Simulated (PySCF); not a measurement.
Polarisability and C₆ of Si⁺ (silicon, charge +1)

[Ne] 3s2 3p1, 2P determinant. Calculation: PySCF 2.14, in aug-cc-pCVTZ-DK with one added diffuse shell each of s, p, d, f type (9s8p6d4f, 91 functions); the spin-free X2C one-electron Hamiltonian (Gaussian nucleus). Coupled (time-dependent) response in atomic units; α is the mean over directions.

| method | mean α (bohr³) | α xx, yy, zz | C₆ (like pair) | S(−4) |
| --- | --- | --- | --- | --- |
| UHF | 19.56 | 19.07, 20.53, 19.07 | 105.3 | 154.8 |
| PBE | 19.06 | 18.36, 20.47, 18.36 | 100.6 | 149.3 |
| PBE0 | 19.04 | 18.44, 20.22, 18.44 | 100.7 | 147.1 |
| BP86 | 19.05 | 18.26, 20.64, 18.26 | 100.5 | 149.2 |
| MN15 | 19.03 | 18.24, 20.62, 18.24 | 97.12 | 159.1 |

S(−4) is the Cauchy moment in α(ω) = α(0) + S(−4) ω² + …

α(iu) at BP86:

```
u (hartree)  α(iu) (bohr³)
          0          19.05
     0.0500          18.69
      0.100          17.68
      0.200          14.58
      0.300          11.34
      0.500          6.722
      0.750          3.826
       1.00          2.438
       1.50          1.260
       2.00         0.7933
       3.00         0.4264
       5.00         0.2050
```

A single London oscillator, α(iu) = α/(1 + u²/ω²), gives C₆ = (3/4) ω α². Matching the computed C₆ needs ω = 4 × 100.5 / (3 × 19.05²) = 0.369 hartree.

For an ion, C₆ is the dispersion term alone; charge-induced terms of lower order in 1/R come first.

The components differ because the open shell of this determinant is not spherical; for a pure term their mean is the scalar polarisability.
